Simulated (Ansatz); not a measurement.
Reaction (formal exchange of groups at the Si–Zn bond): `Cl[SiH2][ZnH]` + `BF` → `FB[SiH2]Cl` + `[ZnH2]`

Isolated molecules relaxed with PBE0-D4/def2-TZVP in Ansatz; ΔE leaves out vibrations. CBS: MP2 limit from def2 TZ/QZ plus the TZ coupled-cluster correction, frozen cores. This one scheme is used for every species. DFT in def2-TZVPP. For Zn outer-core shells are correlated without core-valence functions, which leaves a few kJ/mol of doubt a bond. Scalar relativity is left out up to krypton. One conformer a species, not always the lowest.

**Question.** Is it downhill or uphill in electronic energy at CCSD(T)/CBS, and by how much? (Estimate.)

**Answer.** Ansatz gave: Uphill: ΔE = +50.5 kJ/mol.

**Question.** What do these levels give: B2PLYP, BLYP, PBE0, r2SCANh, HF/def2-QZVPP, MP2/CBS(def2)? (An estimate is asked.)

**Answer.** The calculation gave: B2PLYP 49.4, BLYP 48.3, PBE0 48.4, r2SCANh 46.1, HF/def2-QZVPP 51.6, MP2/CBS(def2) 54.6 kJ/mol.

Largest T1 diagnostic among the species: 0.016.

Leaving LDA and LC-ωPBE aside and taking each functional with its dispersion term where it has one, the values, not all of them listed here, spread over 14.0 kJ/mol, from B97M-V to BHLYP-D4. LDA lies −6.7 kJ/mol from PBE without D4.
